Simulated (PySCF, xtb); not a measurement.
formamidinium (CH5N2), SMILES [NH2+]=CN, charge +1.

GFN2-xTB in xtb at its own geometry gives an orbital gap of 5.33 eV.

Coordinates come from a PBE0-D3(BJ)/def2-TZVP optimisation. The values are those of a single conformer.

What does CAM-B3LYP/def2-TZVPD (PySCF) give? (The exact figures need the calculation; the answer reports its results.)

gap 10.72 eV (levels -15.79 and -5.07 eV).
